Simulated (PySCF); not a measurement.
**SiSb and its ions**

PBE0; PySCF, scalar-relativistic core potentials, basis sets Si def2-SVP, Sb def2-SVP with ECP28. Neutral (UKS): doublet (π ↑), Re = 2.384 Å, ωe = 430 cm⁻¹, De = 2.73 eV, HOMO -6.10 eV, LUMO -4.33 eV.

SiSb⁺ (UKS): triplet (π ↑↑), Re = 2.533 Å, ωe = 354 cm⁻¹, De = 2.93 eV to Si⁺ + Sb. The energies at the minima are -529.47038 hartree for SiSb and -529.17593 for SiSb⁺.

Work out the adiabatic ionisation energy, without and with harmonic zero-point energies (1 hartree = 27.2114 eV, 1 eV = 8065.5 cm⁻¹), and the change of the bond length.

At PBE0: 0.29445 hartree = 8.012 eV between the minima; the zero-point term (354.0 − 430.0)/2 cm⁻¹ = -0.005 eV makes it 8.008 eV. Re changes by +14.9 pm against the neutral. The electron leaves a π orbital, and the longer bond of the ion fits a bonding orbital, or a change in how ionic the bond is.

Spin–orbit coupling is left out, which matters for elements this heavy, above all for dissociation energies. For an ion De counts to the pair picked by the measured ionisation energies or electron affinities, which need not be the lowest pair at this level. States were picked by a PBE0 search and need not be the measured ground states.
